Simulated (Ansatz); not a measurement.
Saddle point of BH$_{3}$OF$_{4}$, closed shell (BHOF₂ ([OH][B]([F])[F]) + HF + HF → BF₃ ([F][B]([F])[F]) + H₂O + HF (still joined by a long B–O bond); bonds formed: B1–F6, O2–H7, H5–F8; bonds broken: H5–F6, H7–F8; bonds weakened to dative contacts: B1–O2), PBE0-D4/def2-TZVP structure:

| atom | x (Å) | y (Å) | z (Å) |
| --- | --- | --- | --- |
| B1 | -0.1658 | -0.9187 | 0.1971 |
| O2 | 0.8399 | -0.1859 | -0.5709 |
| F3 | -0.9328 | -1.7206 | -0.5511 |
| F4 | 0.2846 | -1.3667 | 1.3678 |
| H5 | -0.6448 | 1.2001 | 0.5266 |
| F6 | -1.1917 | 0.3141 | 0.6456 |
| H7 | 0.7484 | 1.0766 | -0.2614 |
| F8 | 0.3145 | 1.9546 | 0.1599 |
| H9 | 0.7478 | -0.3538 | -1.5138 |

Energies are electronic, without zero-point energy. Barriers and step energies count from the start structure reached by relaxing down the imaginary mode; all methods use the PBE0-D4 structures, on which another method's saddle can fall below an end. Program: Ansatz 0.2.0. Basis: def2-TZVPP, with def2-QZVPP for the basis limit. Cores are frozen in the correlated methods. B3LYP uses VWN-RPA correlation. Extrapolation: Hartree–Fock as exp(−7.88 √X), correlation as X^−2.97.

```
      method  barrier (kJ/mol)  step energy (kJ/mol)
       SPW92             -31.7                 -53.6
      PBE-D4                 ?                 -30.4
     BLYP-D4              31.4                 -21.4
   r2SCAN-D4                 ?                 -38.1
      B97M-V              36.6                 -35.3
     PBE0-D4              20.7                 -36.0
    B3LYP-D4              32.6                 -27.9
  r2SCAN0-D4              19.0                 -41.0
    BHLYP-D4              39.7                 -34.5
CAM-B3LYP-D4              23.4                 -35.7
     wB97X-V                 ?                 -36.7
     wB97M-V              26.3                 -36.8
      B2PLYP              32.2                 -31.3
    PBE-QIDH              23.8                 -39.7
  RPA on PBE              26.6                 -35.6
          HF              78.2                 -26.4
         MP2              27.7                 -34.3
        CCSD              37.5                 -35.3
     CCSD(T)              30.1                 -36.2
```

(1) Fill in the withheld barriers. (An estimate is asked for; the value comes from the calculation.)

The T1 diagnostic stays at or below 0.012.

Answers

(1) The calculation gives: r2SCAN-D4 13.7; PBE-D4 14.8; wB97X-V 25.9 kJ/mol. Each is the energy of the saddle less that of the start structure, by the same method.

For comparison, the barrier by CCSD(T) at an estimated basis limit (MP2 extrapolated from triple and quadruple zeta, plus CCSD(T) − MP2 in triple zeta) is 35.9 kJ/mol.

Steps of this kind, hydrogen fluoride cutting a network bond, underlie vapour etching and the fluorination step of atomic layer etching.

Labels in which every atom is bracketed show which atoms are joined, not bond orders.

For scale, one of the runs: CCSD(T)/def2-TZVPP, 228 basis functions, launched by `ansatz run in.yaml --threads 8 --pin off --events-out ev --progress --plain --max-ram 19148MiB`. Time: 26 s of wall clock on 8 CPU threads of an Intel Xeon 6975P-C; the host was shared. Peak host memory: 5.1 GiB.
